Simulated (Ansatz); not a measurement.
## Ligand exchange: HBr + C3H7F → HF + C3H7Br

Species: HBr (hydrogen bromide), singlet; C3H7F (2-fluoropropane) `CC(C)F`, singlet; HF (hydrogen fluoride), singlet; C3H7Br (2-bromopropane) `CC(C)Br`, singlet. The partners trade Br for F: H–Br and C–F bonds give way to H–F and C–Br.

Shapes, held fixed at every level: PBE0-D4/def2-TZVP. Programs: Ansatz 0.2.0. The zero-point and thermal change to 298 K, harmonic and unscaled (PBE0-D4/def2-TZVP), is +5.3 kJ/mol.

```tsv
level	kind	ΔH(298 K) (kJ/mol)	less CCSD(T)/def2-TZVPP
HF/def2-SVP	Hartree–Fock	+23.6	+41.4
r2SCAN-D4/def2-TZVPP	meta-GGA	-7.2	+10.6
B3LYP-D4/def2-TZVPP	global hybrid	-8.4	+9.4
PBE0-D4/def2-TZVPP	global hybrid	-13.4	+4.4
MP2/def2-TZVPP	perturbation theory	-31.8	-14.0
CCSD/def2-SVP	coupled cluster or CI	+10.2	+28.0
CCSD(T)/def2-TZVPP	coupled cluster or CI	-17.8	0.0
```

The highest level, CCSD(T)/def2-TZVPP, gives ΔH(298 K) = -17.8 kJ/mol; the levels span -31.8 to +23.6. They disagree on the sign: 2 of 7 are positive. The column of differences is taken from that level and isn't an error. No measured value is set beside it here. Relativity is left out for Br unless named. Correlated rows may include outer-core shells of Br, which these sets cover unevenly.
